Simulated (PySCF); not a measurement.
**Circular dichroism: SMILES CC(C)=C=C(C)C(F)(F)F, C$_{7}$H$_{9}$F$_{3}$**

Cartesian coordinates in Å; atom numbers follow the order of the lines, from 1:
```xyz
19

C    -1.9996   -1.4431    0.1434
C    -1.3240   -0.1093   -0.0201
C    -2.2151    1.0930   -0.1694
C    -0.0166    0.0004   -0.0228
C     1.2925    0.1017   -0.0419
C     2.1440    0.0235   -1.2778
C     2.0389    0.3187    1.2463
F     2.7233    1.4727    1.2167
F     2.9432   -0.6531    1.4436
F     1.2440    0.3501    2.3117
H    -2.6487   -1.6530   -0.7230
H    -2.6457   -1.4352    1.0367
H    -1.2752   -2.2614    0.2450
H    -1.6393    2.0204   -0.2840
H    -2.8718    0.9757   -1.0474
H    -2.8697    1.1946    0.7121
H     1.5224   -0.1371   -2.1670
H     2.8672   -0.8028   -1.1957
H     2.7188    0.9536   -1.4096
```

Level of theory: TDDFT CAM-B3LYP/aug-cc-pVDZ circular dichroism and optical rotation, one conformer, gas phase (PySCF 2.14.0). Geometry: PBE0-D3(BJ)/def2-SVP.

No stereocentre is labelled: unless the shape is locked (an allene, a helicene, a hindered biaryl), the mirror image is equally populated and a measured rotation or CD is zero. Singlets 7 and 8 lie within 0.01 eV of each other, so their separate moments and overlaps can depend on how they mix.

Q: Which excitations and rotatory strengths does the calculation give?

A: Rotatory strengths R in 10⁻⁴⁰ esu² cm², velocity form and length form (origin at the centre of mass); f in length form.
| state | E (eV) | λ (nm) | f | R (velocity) | R (length) | main |
| --- | --- | --- | --- | --- | --- | --- |
| 1 | 5.62 | 221 | 4e-05 | +0.4 | +0.4 | HOMO→LUMO+7 0.41, HOMO→LUMO+2 0.28 |
| 2 | 6.28 | 197 | 7e-05 | -0.2 | -0.2 | HOMO−1→LUMO+10 0.43, HOMO−1→LUMO+1 0.17 |
| 3 | 6.41 | 193 | 0.004 | +0.5 | +0.5 | HOMO→LUMO 0.89 |
| 4 | 6.85 | 181 | 0.012 | -0.2 | -0.2 | HOMO−1→LUMO 0.74 |
| 5 | 6.96 | 178 | 0.111 | +1.2 | +1.2 | HOMO→LUMO+1 0.50, HOMO→LUMO+3 0.22 |
| 6 | 7.26 | 171 | 0.599 | -4.1 | -4.2 | HOMO−1→LUMO+2 0.50, HOMO−1→LUMO+7 0.19 |
| 7 | 7.34 | 169 | 0.191 | +16.6 | +16.9 | HOMO→LUMO+3 0.51, HOMO→LUMO+1 0.17 |
| 8 | 7.34 | 169 | 0.012 | -12.4 | -12.7 | HOMO→LUMO+2 0.59, HOMO→LUMO+7 0.13 |
| 9 | 7.59 | 163 | 0.011 | -0.3 | -0.3 | HOMO−1→LUMO+1 0.69, HOMO−1→LUMO 0.09 |
| 10 | 7.65 | 162 | 0.493 | -2.0 | -2.0 | HOMO→LUMO+6 0.42, HOMO→LUMO+10 0.19 |
| 11 | 7.79 | 159 | 0.019 | +0.4 | +0.3 | HOMO−1→LUMO+4 0.50, HOMO−1→LUMO+2 0.23 |
| 12 | 7.81 | 159 | 0.004 | -0.6 | -0.6 | HOMO−1→LUMO+3 0.53, HOMO−1→LUMO+6 0.24 |

Among the states computed, the strongest CD band (largest |R|) is state 7. The largest dissymmetry factor in size, g = 4R/(D+G), with D and G the electric and magnetic dipole strengths, is -0.012 for state 8 (velocity form, f = 0.012), among bands with |R| over 0.5. The mirror image has the same energies and oscillator strengths and all R with the opposite sign.
